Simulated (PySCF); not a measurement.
A mixed set of molecules. Method used: TDDFT PBE0/def2-SVPD, vertical, gas phase, core orbitals frozen in the response in PySCF 2.14.0, density-fitted response routines. Geometries: GFN2-xTB; one conformer of each isolated species. Triplets are in the Tamm–Dancoff approximation.

Task: Rank by computed lowest singlet excitation energy, lowest first.
A. `C(c1coc(c1)F)#N`
B. `FC1=COC(Cl)=CC1`
C. `Clc1cc[nH]n1`
D. `C(=C)C(/C=C/C(=O)O)=C`
E. `C=C(C=O)OC(F)(F)F`
F. `C=CC1=C(Cl)C=CO1`
G. `C#C/C=C/CCOC=O`
H. `[H]/N=C(\C#C)C#N`

Result: E (3.73 eV), H (4.19 eV), D (4.44 eV), F (4.77 eV), B (5.12 eV), G (5.43 eV), A (5.62 eV), C (6.46 eV).

```json
{"SMILES": "C=C(C=O)OC(F)(F)F", "S1 (eV)": "3.73", "α (au)": "57.7", "LUMO (eV)": "-2.57", "gap (eV)": "5.83", "f (S1)": "0.000", "T1 (eV)": "3.16", "S1 mainly": "H→L (98%)"}
{"SMILES": "[H]/N=C(\\C#C)C#N", "S1 (eV)": "4.19", "α (au)": "57.0", "LUMO (eV)": "-2.87", "gap (eV)": "6.04", "f (S1)": "0.002", "T1 (eV)": "3.41", "S1 mainly": "H→L (97%)"}
{"SMILES": "C=CC(=C)/C=C/C(=O)O", "S1 (eV)": "4.44", "α (au)": "99.5", "LUMO (eV)": "-2.02", "gap (eV)": "4.98", "f (S1)": "0.208", "T1 (eV)": "2.72", "S1 mainly": "H→L (84%)"}
{"SMILES": "C=Cc1occc1Cl", "S1 (eV)": "4.77", "α (au)": "91.5", "LUMO (eV)": "-1.21", "gap (eV)": "5.12", "f (S1)": "0.440", "T1 (eV)": "2.82", "S1 mainly": "H→L (98%)"}
{"SMILES": "FC1=COC(Cl)=CC1", "S1 (eV)": "5.12", "α (au)": "73.5", "LUMO (eV)": "-0.41", "gap (eV)": "6.26", "f (S1)": "0.012", "T1 (eV)": "3.77", "S1 mainly": "H→L (99%)"}
{"SMILES": "C#C/C=C/CCOC=O", "S1 (eV)": "5.43", "α (au)": "94.2", "LUMO (eV)": "-0.95", "gap (eV)": "6.11", "f (S1)": "0.000", "T1 (eV)": "3.41", "S1 mainly": "H-1→L (97%)"}
{"SMILES": "N#Cc1coc(F)c1", "S1 (eV)": "5.62", "α (au)": "62.6", "LUMO (eV)": "-1.36", "gap (eV)": "6.22", "f (S1)": "0.087", "T1 (eV)": "3.63", "S1 mainly": "H→L (92%)"}
{"SMILES": "Clc1cc[nH]n1", "S1 (eV)": "6.46", "α (au)": "60.0", "LUMO (eV)": "0.03", "gap (eV)": "7.37", "f (S1)": "0.060", "T1 (eV)": "4.64", "S1 mainly": "H→L (75%)"}
```

H and L stand for HOMO and LUMO.

Mean S1 by what the SMILES shows (count): an aromatic ring 5.62 eV (3); a double or triple bond but no aromatic ring 4.58 eV (5).

- `C=C(C=O)OC(F)(F)F`: Löwdin shares by element: HOMO oxygen 63% or more, carbon 24% or more, hydrogen 9% or more; LUMO carbon 64% or more, oxygen 23% or more.
- `[H]/N=C(\C#C)C#N`: Löwdin shares by element: HOMO nitrogen 48% or more, carbon 41% or more; LUMO nitrogen 43%, carbon 36% or more (atoms not listed hold the other 21%).
- `C=CC(=C)/C=C/C(=O)O`: Löwdin shares by element: HOMO carbon 68% or more (atoms not listed hold the other 32%); LUMO carbon 64% or more (atoms not listed hold the other 36%).
- `C=Cc1occc1Cl`: Löwdin shares by element: HOMO carbon 66% or more (atoms not listed hold the other 34%); LUMO carbon 63% or more (atoms not listed hold the other 37%).
- `FC1=COC(Cl)=CC1`: Löwdin shares by element: HOMO carbon 44% or more, oxygen 20% (atoms not listed hold the other 36%); LUMO carbon 68% or more (atoms not listed hold the other 31%).
- `C#C/C=C/CCOC=O`: Löwdin shares by element: HOMO carbon 85% or more; LUMO carbon 79% or more (atoms not listed hold the other 21%).
- `N#Cc1coc(F)c1`: Löwdin shares by element: HOMO carbon 73% or more (atoms not listed hold the other 27%); LUMO carbon 45% or more, nitrogen 15%, oxygen 14% (atoms not listed hold the other 26%).
- `Clc1cc[nH]n1`: Löwdin shares by element: HOMO nitrogen 35%, chlorine 30%, carbon 20% or more (atoms not listed hold the other 15%); LUMO nitrogen 43%, carbon 36% or more (atoms not listed hold the other 21%).
